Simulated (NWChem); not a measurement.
Program: NWChem. System: C$_{2}$H$_{6}$Se, charge 1, spin multiplicity 2, at the geometry of a parent with another charge or spin, in a state set for the comparison that need not be this species' ground state. Its SCF solution wasn't tested for a lower state. Level: Ur2SCAN/def2-TZVP.

Job file:

```
start mol
memory heap 200 mb stack 900 mb global 1100 mb
charge 1
geometry units angstroms nocenter noautoz
  C     -1.456391     0.000000     0.812448
  Se     0.000000     0.000000    -0.470305
  C      1.456391     0.000000     0.812448
  H     -1.424564     0.900680     1.441523
  H     -2.392542     0.000000     0.237457
  H     -1.424564    -0.900680     1.441523
  H      1.424564     0.900680     1.441523
  H      2.392542     0.000000     0.237457
  H      1.424564    -0.900680     1.441523
  symmetry group C2v
end
basis spherical
  * library def2-tzvp
end
dft
  xc r2scan
  odft
  mult 2
  semidirect memsize 60000000 filesize 0
  iterations 100
  grid fine
end
task dft energy
```

Output (cleaned and shortened):

```
             Northwest Computational Chemistry Package (NWChem) 7.3.0
             --------------------------------------------------------

                                NWChem Input Module
                                -------------------

 Scaling coordinates for geometry "geometry" by  1.889725989
 (inverse scale =  0.529177249)

 Turning off AUTOSYM since
 SYMMETRY directive was detected!

                             Geometry "geometry" -> ""
                             -------------------------

 Output coordinates in angstroms (scale by  1.889725989 to convert to a.u.)

  No.       Tag          Charge          X              Y              Z
 ---- ---------------- ---------- -------------- -------------- --------------
    1 C                    6.0000    -1.45639100     0.00000000     0.81244800
    2 Se                  34.0000     0.00000000     0.00000000    -0.47030500
    3 C                    6.0000     1.45639100     0.00000000     0.81244800
    4 H                    1.0000    -1.42456400     0.90068000     1.44152300
    5 H                    1.0000    -2.39254200     0.00000000     0.23745700
    6 H                    1.0000    -1.42456400    -0.90068000     1.44152300
    7 H                    1.0000     1.42456400     0.90068000     1.44152300
    8 H                    1.0000     2.39254200     0.00000000     0.23745700
    9 H                    1.0000     1.42456400    -0.90068000     1.44152300

 Effective nuclear repulsion energy (a.u.)     186.6170165896

            Nuclear Dipole moment (a.u.)
            ----------------------------
        X                 Y               Z
 ---------------- ---------------- ----------------
     0.0000000000     0.0000000000     0.0000226767

      Symmetry information
      --------------------

 Group name             C2v
 Group number             16
 Group order               4
 No. of unique centers     4

      Symmetry unique atoms

     1    2    4    5


 Summary of "ao basis" -> "" (spherical)
 ------------------------------------------------------------------------------
       Tag                 Description            Shells   Functions and Types
[...]
 overlap   0.990  0.986  0.999  0.998  0.994  0.986  0.999  0.992  0.999  0.995

   alpha     51     52     53     54     55     56     57     58     59     60
    beta     51     52     53     54     55     56     57     58     59     60
 overlap   0.997  0.998  1.000  0.996  0.999  0.999  0.999  0.999  0.998  0.857

   alpha     61     62     63     64     65     66     67     68     69     70
    beta     61     62     63     64     65     66     67     68     69     70
 overlap   0.864  0.985  0.999  0.988  0.999  1.000  1.000  0.999  0.998  0.999

   alpha     71     72     73     74     75     76     77     78     79     80
    beta     71     73     72     74     75     76     77     79     78     80
 overlap   0.995  0.999  0.981  0.958  0.996  0.997  0.972  0.993  0.999  0.997

   alpha     81     82     83     84     85     86     87     88     89     90
    beta     81     82     83     84     85     86     87     88     89     90
 overlap   0.999  0.996  0.995  1.000  0.999  1.000  0.999  0.999  0.999  0.999

   alpha     91     92     93     94     95     96     97     98     99    100
    beta     91     92     93     94     95     96     97     98     99    100
 overlap   0.999  1.000  1.000  1.000  1.000  1.000  0.999  1.000  1.000  1.000

   alpha    101    102    103    104    105    106    107    108    109    110
    beta    101    102    103    104    105    106    107    108    109    110
 overlap   1.000  1.000  1.000  1.000  1.000  1.000  1.000  1.000  1.000  1.000

   alpha    111    112    113    114    115    116    117    118    119    120
    beta    111    112    113    114    115    116    117    118    119    121
 overlap   1.000  1.000  1.000  1.000  1.000  1.000  1.000  1.000  1.000  1.000

   alpha    121    122    123    124    125    126    127    128    129    130
    beta    120    122    123    124    125    126    128    127    129    130
 overlap   1.000  1.000  1.000  0.999  1.000  1.000  1.000  1.000  1.000  1.000

   alpha    131    132    133    134    135    136    137    138    139    140
    beta    131    132    133    134    135    136    137    138    139    140
 overlap   1.000  1.000  1.000  1.000  1.000  1.000  1.000  1.000  1.000  0.999

   alpha    141    142    143    144    145    146
    beta    141    142    143    144    145    146
 overlap   1.000  0.999  1.000  1.000  1.000  1.000

     --------------------------
     Expectation value of S2:
     --------------------------
      <S2> =      0.7559 (Exact =     0.7500)

 center of mass
 --------------
 x =   0.00000000 y =   0.00000000 z =  -0.19643944

 moments of inertia (a.u.)
 ------------------
         156.701452134923           0.000000000000          -0.000000000000
           0.000000000000         397.229252584231           0.000000000000
          -0.000000000000           0.000000000000         263.884626376225

     Multipole analysis of the density
     ---------------------------------

     L   x y z        total         alpha         beta         nuclear
     -   - - -        -----         -----         ----         -------
     0   0 0 0      1.000000    -26.000000    -25.000000     52.000000

     1   1 0 0      0.000000      0.000000      0.000000      0.000000
     1   0 1 0     -0.000000     -0.000000      0.000000      0.000000
     1   0 0 1      0.717175      0.639646      0.077506      0.000023

     2   2 0 0    -14.537908    -88.489675    -86.813770    160.765536
     2   1 1 0     -0.000000     -0.000000     -0.000000      0.000000
     2   1 0 1      0.000000      0.000000     -0.000000      0.000000
     2   0 2 0    -20.308378    -17.658511    -14.237606     11.587739
     2   0 1 1     -0.000000     -0.000000      0.000000      0.000000
     2   0 0 2    -18.538153    -53.123870    -50.641082     85.226799

 Task  times  cpu:        9.4s     wall:        9.4s

 Total times  cpu:        9.4s     wall:        9.4s
```
